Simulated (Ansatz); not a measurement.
Molecule: C$_{5}$H$_{3}$O$_{2}$ (charge 0, doublet). It need not be the lowest isomer of its formula. 
Geometry from a B3LYP-D3(BJ)/def2-TZVP (Ansatz, a first-principles code) optimisation:
```xyz
10

C     -1.9556     0.2534     0.2470
C     -1.4525    -1.0136     0.2931
O     -0.1206    -1.0167     0.1094
C      0.2614     0.3004    -0.0635
C     -0.8449     1.1028     0.0161
C      1.6351     0.6409    -0.2843
O      2.6056    -0.0382    -0.3564
H     -2.9873     0.5366     0.3637
H     -1.9126    -1.9754     0.4444
H     -0.8413     2.1750    -0.0822
```
Charge 0, spin multiplicity 2.

Computed values are from Ansatz. Correlated levels leave the core frozen unless marked. UHF or UKS for open shells. Spin-orbit coupling is left out. No relativistic terms. Basis-set limits of correlation are two-point, X^-3; Hartree-Fock from the larger set. The bracket is a focal-point correction in the basis named.

The atomisation energy De is 1155.0 kcal/mol at RI-MP2/CBS(cc-pVTZ,cc-pVQZ)+[CCSD(T)-MP2]/cc-pVTZ, the total energy is -342.3062 Eh at RI-MP2/CBS(cc-pVTZ,cc-pVQZ)+[CCSD(T)-MP2]/cc-pVTZ and the dipole moment is 4.13 D at wB97M-V/def2-TZVPD. The T1 diagnostic is 0.034 at CCSD/cc-pVTZ.

The UHF reference is spin-contaminated (<S^2> 0.27 over the pure value in the largest basis).
